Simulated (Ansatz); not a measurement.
Two isomers of CH9GeNSi: A = `C[SiH](N)[GeH3]`, B = `[CH3][GeH]([NH2])[SiH3]`.

Isolated molecules relaxed with PBE0-D4/def2-TZVP in Ansatz; ΔE leaves out vibrations. CCSD(T)/CBS is the MP2 limit (def2-TZVPP, def2-QZVPP) plus CCSD(T) − MP2 in def2-TZVPP, frozen cores. Functionals use def2-TZVPP. For Ge outer-core shells are correlated without core-valence functions, which leaves a few kJ/mol of doubt a bond. Scalar relativity is left out up to krypton. Each species was taken in one conformer, which may not be the lowest.

A:

```xyz
13

C    -1.3617    0.6689   -1.0001
Si    0.0145    0.5857    0.2587
N    -0.6623    0.3007    1.8225
Ge    1.6026   -1.0632   -0.4442
H    -2.0759    1.4516   -0.7338
H    -0.9638    0.8829   -1.9950
H    -1.8994   -0.2814   -1.0553
H     0.7345    1.8865    0.3534
H    -0.1008    0.4974    2.6362
H    -1.2176   -0.5271    1.9758
H     2.7809   -1.1793    0.5437
H     0.9496   -2.4600   -0.5272
H     2.1994   -0.7627   -1.8347
```

B:

Z-matrix (Å, degrees):
```
C
Ge 1 1.952
H 1 1.091 2 109.4
H 1 1.091 2 110.3 3 -119.6
H 1 1.091 2 110.7 3 120.3
N 2 1.854 1 106.6 3 55.1
Si 2 2.397 1 111.2 3 178.5
H 2 1.544 1 110.9 3 -58.9
H 6 1.011 2 113.5 1 -168.9
H 6 1.012 2 113.6 1 67.6
H 7 1.490 2 109.6 1 -60.5
H 7 1.490 2 112.2 1 59.6
H 7 1.489 2 110.6 1 -179.4
```

(1) Which is lower in electronic energy at CCSD(T)/CBS, and by how much? (An estimate is asked.)

(2) Give E(B) − E(A) in kJ/mol with r2SCAN-D4, LDA (SPW92), MP2/def2-TZVPP, BLYP-D4, B2PLYP, CCSD(T)/def2-TZVPP, CCSD(T)/def2-SVP. (Best estimate.)

(3) Does the order hold for the free energy at 298.15 K (harmonic terms from PBE0-D4)? (An estimate is asked.)

Largest T1 diagnostic: 0.011.

Results:

(1) Computed: A, by 56.1 kJ/mol.

(2) The calculation gave: r2SCAN-D4 61.2, LDA (SPW92) 66.5, MP2/def2-TZVPP 50.8, BLYP-D4 56.3, B2PLYP 55.5, CCSD(T)/def2-TZVPP 50.0, CCSD(T)/def2-SVP 46.9. None reverses the order clearly.

(3) Computed: Yes: G(B) − G(A) = +56.6 kJ/mol, for one conformer each.

Leaving LDA and LC-ωPBE aside and taking each functional with its dispersion term where it has one, the values, not all of them listed here, spread over 10.6 kJ/mol, from B2PLYP to B97M-V. LDA lies +10.4 kJ/mol from PBE without D4. From BLYP to BHLYP (50 % exact exchange), in def2-TZVPP and without D4, E(B) − E(A) moves by +5.3 kJ/mol.
